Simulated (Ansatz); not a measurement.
Cost and result for the atomization energy of `[CH3][GeH]1[CH2][AlH]1` (11 atoms, 11 bonds).

```csv
atom,x (Å),y (Å),z (Å)
C1,-1.7590,-0.3684,0.6773
Ge2,0.0423,0.4041,0.6600
C3,1.3226,-0.5068,-0.6446
Al4,1.2459,1.3663,-1.1414
H5,-2.4438,0.2774,1.2280
H6,-2.1286,-0.4792,-0.3424
H7,-1.7339,-1.3493,1.1550
H8,0.6286,0.4271,2.0889
H9,0.7958,-1.2053,-1.3027
H10,2.1985,-1.0009,-0.2234
H11,1.8316,2.4348,-2.1546
```

The species carries charge 0 and has multiplicity 1. Correlated methods include outer-core shells of Ge, which these sets cover unevenly. Scalar relativity is left out up to krypton. The geometry is a stationary point of PBE0-D4/def2-TZVP. Program: Ansatz. All runs use 4 threads of an Intel Xeon Platinum 8375C on a shared host. Times are those of one run each, without the atoms' runs, and a repeat can differ threefold. Electronic energies, without spin–orbit coupling; frozen cores. CCSD(T)/CBS adds CCSD(T) − MP2 in def2-TZVPP to the MP2 limit, and its time is that of the two runs behind it. T1 = 0.011. With those shells the extrapolation isn't a true limit.

CCSD(T)/CBS is a level of theory with its own doubt, some kJ/mol a heavy atom from the limit and from the frozen cores, so smaller differences don't rank the functionals.

| level | functions | wall time |
| --- | --- | --- |
| LDA (SPW92)/def2-TZVPP | 250 | 1.2 s |
| revPBE-D4/def2-TZVPP | 250 | 1.7 s |
| PBE-D4/def2-TZVPP (with forces) | 250 | 2.1 s |
| BHLYP-D4/def2-TZVPP | 250 | 2.6 s |
| CAM-B3LYP-D4/def2-TZVPP | 250 | 3 s |
| r2SCANh-D4/def2-TZVPP | 250 | 3.7 s |
| CCSD(T)/def2-SVP | 113 | 4.1 s |
| B97M-V/def2-TZVPP | 250 | 6.5 s |
| ωB97X-V/def2-TZVPP | 250 | 6.5 s |
| ωB97M-V/def2-TZVPP (with forces) | 250 | 9.5 s |
| MP2/def2-QZVPP | 483 | 19 s |
| CCSD(T)/def2-TZVPP | 250 | 71 s |
| CCSD(T)/CBS(def2) | – | 89 s |

Q: What atomization energy does each give, and how far from CCSD(T)/CBS? (An estimate is asked.)

A: The calculation gave: 
```
                           level  atomization (kJ/mol)  difference from CCSD(T)/CBS  per bond
          LDA (SPW92)/def2-TZVPP                4017.3                        452.4      41.1
            revPBE-D4/def2-TZVPP                3509.3                        -55.6      -5.0
 PBE-D4/def2-TZVPP (with forces)                3585.2                         20.3       1.8
             BHLYP-D4/def2-TZVPP                3471.4                        -93.5      -8.5
         CAM-B3LYP-D4/def2-TZVPP                3549.9                        -15.0      -1.4
           r2SCANh-D4/def2-TZVPP                3560.2                         -4.7      -0.4
                CCSD(T)/def2-SVP                3363.1                       -201.8     -18.3
               B97M-V/def2-TZVPP                3594.6                         29.7       2.7
              ωB97X-V/def2-TZVPP                3567.4                          2.5       0.2
ωB97M-V/def2-TZVPP (with forces)                3549.0                        -15.9      -1.4
                  MP2/def2-QZVPP                3547.2                        -17.7      -1.6
              CCSD(T)/def2-TZVPP                3488.8                        -76.1      -6.9
               CCSD(T)/CBS(def2)                3564.9                          0.0       0.0
```

From r2SCAN to r2SCAN0 (25 % exact exchange), in def2-TZVPP and without D4, the atomization energy moves by −37.1 kJ/mol: exact exchange takes away binding that semilocal exchange gives to molecules. In def2-TZVPP, CCSD(T) changes the Hartree–Fock value by +870.1 kJ/mol (the triples alone add +48.6 kJ/mol) and MP2 by +884.7 kJ/mol; breaking electron pairs costs correlation energy, which Hartree–Fock lacks. At CCSD(T), def2-SVP lies −201.8 kJ/mol from the extrapolated value and def2-TZVPP −76.0 kJ/mol: correlation converges slowly with the basis, and small sets miss more of it in the bonded molecule than in its fragments.

For some Ge, Se and Sn compounds the MP2-based and the directly extrapolated limit differ by 10 to 25 kJ/mol.
